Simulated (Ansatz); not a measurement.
```yaml
crystal:
  periodic: [false, false, false]
  atoms:
    - {symbol: Cl, position_ang: [-1.679538, 0.753737, -0.615038]}
    - {symbol: Ge, position_ang: [0.214334, -0.253120, -0.455953]}
    - {symbol: Cl, position_ang: [0.210138, -1.401151, 1.362791]}
    - {symbol: H, position_ang: [1.310566, 0.840235, -0.312101]}
basis:
  gaussian: {orbitals: def2-mTZVP}
magnetization: {spin_polarized: true, initial_magnetization: 1}
hamiltonian: {xc: {name: LC-wPBE}}
charge: 1
```

```sh
$ ansatz run in.yaml --threads 2 --pin off --events-out ev --progress --plain --max-ram 32768MiB --backend cpu
```

Shortened log:

```
Error: YAML parse error: error: line 12 column 1: unknown field `charge`, expected one of crystal, accuracy, basis, kpoints, hamiltonian, magnetization, projection, total_charge, correlation, batch, efield, external_charges, scf, relax, neb, saddle, md, ramp, phonons, dielectric, real_time, elastic, magnetic_configurations, gw, evaluate, workflow, output, checkpoint, execution
10 | magnetization: {spin_polarized: true, initial_magnetization: 1}
11 | hamiltonian: {xc: {name: LC-wPBE}}
12 | charge: 1
```

Q: What is wrong with this run?

A: The input holds a key that doesn't belong there. The input was rejected before any iteration.
